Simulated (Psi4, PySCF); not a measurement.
Input for Psi4:
```
memory 2 GB

molecule {
-1 2
  Br   -0.96641702    2.39012197   -0.81705094
  Sn   -0.00000000   -0.00000000   -0.00000000
  Br   -1.86154873   -1.91635172   -0.42005899
  Br    0.59110110    0.12016770    2.63635665
  Br    2.23686465   -0.59393795   -1.39924672
}

set basis sto-3g
set reference uks
set scf_type pk
set puream true
set d_convergence 1e-8
set dft_radial_points 99
set dft_spherical_points 590

energy('wb97m-v')
print_variables()
```

**Question.** Convert this to an input for PySCF.

**Answer.** One answer among several that fit: 
```python
from pyscf import gto, scf, dft

mol = gto.Mole()
mol.atom = '''
    Br   -0.966417    2.390122   -0.817051
    Sn   -0.000000   -0.000000   -0.000000
    Br   -1.861549   -1.916352   -0.420059
    Br    0.591101    0.120168    2.636357
    Br    2.236865   -0.593938   -1.399247
'''
mol.basis = 'sto-3g'
mol.charge = -1
mol.spin = 1
mol.verbose = 4
mol.build()

mf = dft.UKS(mol)
mf.xc = 'wb97m_v'
mf.grids.atom_grid = (99, 590)
mf.grids.prune = None
mf.kernel()
```

Both were run: Psi4 gave -16149.984250 Eh and PySCF -16149.984819 Eh, 0.570 mEh apart.
